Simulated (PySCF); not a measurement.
Boron: a sound run and one with changed settings

Sound run: B⁺ [He] 2s2, B²⁺ [He] 2s1. Calculation: PySCF 2.14, in cc-pVDZ-DK (3s2p1d, 14 functions); the spin-free X2C one-electron Hamiltonian (Gaussian nucleus). The sound run starts from symmetry-adapted Hartree-Fock orbitals and uses a fine grid where one is needed.

Changed run: radial step 1.2 in ln r (0.13 in the sound run). This setting is unsound on purpose.

| species | method | sound run (hartree) | changed run (hartree) | converged |
| --- | --- | --- | --- | --- |
| B⁺ | UHF | -24.24139 | -24.24139 | yes |
| B⁺ | M06-2X | -24.34880 | -24.35810 | yes |
| B⁺ | PBE0 | -24.30463 | -24.43050 | yes |
| B²⁺ | UHF | -23.37800 | -23.37800 | yes |
| B²⁺ | M06-2X | -23.43693 | -23.42388 | yes |
| B²⁺ | PBE0 | -23.40007 | -23.48761 | yes |

Ionisation energy of B⁺:

```
method  sound run (eV)  changed run (eV)
   UHF          23.494            23.494
M06-2X          24.813            25.421
  PBE0          24.614            25.657
```

A coarse radial grid mis-integrates the density and the exchange-correlation energy, with errors of either sign; Hartree-Fock needs no grid.

For comparison, NIST gives 25.155 eV between the lowest levels.
